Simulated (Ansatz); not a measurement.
phosphorus nitride (NP), singlet, geometry from GFN2-xTB; BCCD/cc-pVDZ in Ansatz (a program for electronic structure).

Here is a job for Ansatz.
Ansatz 0.2 input:
```yaml
crystal:
  periodic: [false, false, false]
  atoms:
    - {symbol: N, position_ang: [-0.00000000, -0.00000000, -0.99436149]}
    - {symbol: P, position_ang: [0.00000000, 0.00000000, 0.46403536]}
basis:
  gaussian:
    orbitals: cc-pVDZ
magnetization: {spin_polarized: false}
correlation: {method: bccd}
```

Output, abridged:

```
Functional definition: HF
330 factors; integrals over basis functions are off by at most 9.4e-4 eV
mean field evaluation 1: about -10749.3404 eV, gradient 3.5e1 eV
mean field evaluation 2: about -10749.3467 eV, gradient 3.5e1 eV
mean field evaluation 4: about -10752.3973 eV, gradient 2.1e0 eV
mean field evaluation 8: about -10752.4259 eV, gradient 4.4e-4 eV
mean field evaluation 16: about -10752.4170 eV, gradient 2.4e-1 eV
mean field -10752.42594482 eV, -395.1443652162 hartree, gradient 1.9e-6 eV, S^2 0.000000; 0 other end points of the search recorded, 0 dependent functions left out; unrestricted orbitals would lower it
6 core orbitals not correlated
reference -10752.42594482 eV, -395.1443652162 hartree; 5, 5 occupied and 21, 21 virtual orbitals, 330 factors
second order -7.73836046 eV of doubles, -0.00000000 eV of singles
cycle   1  -7.36230250 eV  change    3.8e-1 eV  update   1.1e-1
cycle   2  -7.72465125 eV  change   -3.6e-1 eV  update   3.6e-2
cycle   3  -7.79667971 eV  change   -7.2e-2 eV  update   1.6e-2
cycle   4  -7.80246560 eV  change   -5.8e-3 eV  update   8.9e-3
cycle   5  -7.80976557 eV  change   -7.3e-3 eV  update   2.8e-3
cycle   6  -7.81099761 eV  change   -1.2e-3 eV  update   6.5e-4
cycle   7  -7.81100108 eV  change   -3.5e-6 eV  update   1.8e-4
cycle   8  -7.81117173 eV  change   -1.7e-4 eV  update   4.9e-5
cycle   9  -7.81119470 eV  change   -2.3e-5 eV  update   1.4e-5
cycle  10  -7.81118913 eV  change    5.6e-6 eV  update   4.0e-6
WARN: the results are in doubt because among natural orbitals full CI differs from the method by -0.089 eV
Total energy: -10760.23713396 eV, -395.4314211222 hartree
In doubt: among natural orbitals full CI differs from the method by -0.089 eV
```
